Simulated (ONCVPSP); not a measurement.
**Transferability test, ONCV potential for Pt**

ONCVPSP 4.0.1 input, shortened (lines: element, Z, core and valence counts, functional; n l f; lmax; l rc ep ncon nbas qcut; lloc lpopt rc5 dvloc0; l nproj debl; icmod fcfact rcfact), PBE, fully relativistic:

```
  Pt 78.00    9    6        4      upf
    1    0    2.00
    2    0    2.00
    2    1    6.00
    3    0    2.00
    3    1    6.00
    3    2   10.00
    4    0    2.00
    4    1    6.00
    4    2   10.00
    4    3   14.00
    5    0    2.00
    5    1    6.00
    5    2    9.00
    6    0    0.75
    6    1    0.25
    3
    0    1.40    0.00    4    8    8.50
    1    2.20    0.00    3    6    6.70
    2    1.80    0.00    4    9    8.00
    3    0.50    0.00    5    8   20.00
    3    5    0.50    0.00
    0    2    2.20
    1    3    3.40
    2    1    1.80
    3    0    2.40
    0    0.00    0.00
```

Open shells are filled in proportion to 2j + 1.

Energies are relative to the spin-unpolarised reference configuration 4f14 5s2 5p6 5d9 6s0.75 6p0.25; without spin polarisation the order of configurations can differ from experiment. Not all tests gave a result: 1 of 4 tests not solved or not reliable. The f channel is local and has no spin–orbit splitting in the pseudo-atom.

```tsv
valence configuration	charge	ΔE all-electron (eV)	error AE − PS (meV)
4f14 5s2 5p6 5d9 6s1 6p0	0	-1.204	-0.1
4f14 5s2 5p6 5d9 6s0 6p0	+1	8.006	-0.5
4f14 5s2 5p6 5d8 6s1 6p0	+1	9.988	+0.4
```

Levels in the configuration 4f14 5s2 5p6 5d8 6s1 6p0:

```tsv
level	all-electron (eV)	pseudo (eV)
4f j=7/2	-79.733	-81.057
4f j=5/2	-83.187	-81.057
5s j=1/2	-112.874	-112.850
5p j=3/2	-63.100	-63.090
5p j=1/2	-78.119	-78.094
5d j=5/2	-15.932	-15.931
5d j=3/2	-17.386	-17.384
6s j=1/2	-13.970	-13.968
```

Note: ghosts flagged at negative energy: s at -6974.8 eV, s at -956.5 eV, p3/2 at -2394.5 eV, p3/2 at -234.5 eV, d5/2 at -647.0 eV and 3 more; no localised positive-energy state flagged. A true bound ghost makes a file unfit for plane-wave use. The potential misses its own reference levels by up to 2.0 eV, so it is not fit for use.
